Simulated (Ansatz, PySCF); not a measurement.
2-chloro-3-fluorobuta-1,3-diene (C4H4ClF), SMILES C=C(Cl)C(F)=C. Atoms are numbered in the order given.

```xyz
10

C     -1.5996     1.1389     0.0000
C     -0.2719     0.9706     0.0000
F      0.5372     2.0460     0.0000
C      0.4877    -0.2834     0.0000
C      1.8289    -0.3389     0.0000
Cl    -0.4638    -1.7441     0.0000
H     -2.0158     2.1478     0.0000
H     -2.2622     0.2753     0.0000
H      2.4026     0.5892     0.0000
H      2.3541    -1.2951     0.0000
```

The structure is a stationary point at r2SCAN-D4/def2-SVP. Other conformers were not sampled.

Two levels are set side by side: PBE-D3(BJ)/def2-SVP (Ansatz, an electronic-structure program) and r2SCAN-D4/def2-SVP (Ansatz). Each level has its own optimised geometry; the coordinates shown are those of the second. Frequencies come from the Hessian of PySCF at each geometry. Differences are taken from unrounded values.

```json
[
 {"quantity": "mean bond length (Å)", "r2SCAN-D4": "1.289", "PBE-D3(BJ)": "1.295", "PBE-D3(BJ) minus r2SCAN-D4": "0.007"},
 {"quantity": "bond C1–C2 (Å)", "r2SCAN-D4": "1.338", "PBE-D3(BJ)": "1.346", "PBE-D3(BJ) minus r2SCAN-D4": "0.008"},
 {"quantity": "bond C2–F3 (Å)", "r2SCAN-D4": "1.346", "PBE-D3(BJ)": "1.352", "PBE-D3(BJ) minus r2SCAN-D4": "0.006"},
 {"quantity": "bond C2–C4 (Å)", "r2SCAN-D4": "1.466", "PBE-D3(BJ)": "1.472", "PBE-D3(BJ) minus r2SCAN-D4": "0.006"},
 {"quantity": "bond C4–C5 (Å)", "r2SCAN-D4": "1.342", "PBE-D3(BJ)": "1.350", "PBE-D3(BJ) minus r2SCAN-D4": "0.007"},
 {"quantity": "bond C4–Cl6 (Å)", "r2SCAN-D4": "1.743", "PBE-D3(BJ)": "1.748", "PBE-D3(BJ) minus r2SCAN-D4": "0.005"},
 {"quantity": "bond C1–H7 (Å)", "r2SCAN-D4": "1.091", "PBE-D3(BJ)": "1.098", "PBE-D3(BJ) minus r2SCAN-D4": "0.007"},
 {"quantity": "bond C1–H8 (Å)", "r2SCAN-D4": "1.089", "PBE-D3(BJ)": "1.096", "PBE-D3(BJ) minus r2SCAN-D4": "0.007"},
 {"quantity": "bond C5–H9 (Å)", "r2SCAN-D4": "1.091", "PBE-D3(BJ)": "1.098", "PBE-D3(BJ) minus r2SCAN-D4": "0.007"},
 {"quantity": "bond C5–H10 (Å)", "r2SCAN-D4": "1.091", "PBE-D3(BJ)": "1.098", "PBE-D3(BJ) minus r2SCAN-D4": "0.007"},
 {"quantity": "highest harmonic wavenumber (cm⁻¹)", "r2SCAN-D4": "3310", "PBE-D3(BJ)": "3236", "PBE-D3(BJ) minus r2SCAN-D4": "-74"},
 {"quantity": "mean harmonic wavenumber (cm⁻¹)", "r2SCAN-D4": "1244", "PBE-D3(BJ)": "1212", "PBE-D3(BJ) minus r2SCAN-D4": "-32"},
 {"quantity": "zero-point energy (kcal/mol)", "r2SCAN-D4": "42.68", "PBE-D3(BJ)": "41.59", "PBE-D3(BJ) minus r2SCAN-D4": "-1.09"}
]
```
